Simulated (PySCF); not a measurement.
Harmonic spectrum computed at PBE0 in the def2-TZVP basis family (core potentials from Rb on, PySCF, no spin–orbit coupling):

```csv
ω (cm⁻¹),IR (km/mol)
86,7.4
386,56.8
649,145
```

Problem. Which molecule gave it? In each, all ligands are bound to the one heavy central atom.
A. MoFCl (quintet)
B. ZrFCl (triplet)
C. CFCl (singlet)
D. RuFCl (quintet)
E. CoFCl (quartet)

Solution. B. It has Cs symmetry with Zr–Cl 2.353 Å, Zr–F 1.902 Å.
